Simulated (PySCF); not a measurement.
Level of theory: PBE-D3(BJ)/def2-TZVP // PBE0-D3(BJ)/def2-TZVP run with PySCF. Gas-phase values, no solvent. 

Reference species (SMILES): `C=[SiH]` (neutral, multiplicity 2).

- dipole moment: 0.50 D

Changed species: `[BH2]` (radical fragment; the reference has radical fragment).

Question: Give the shifts of the dipole moment.

Answer: the dipole moment stays essentially unchanged.
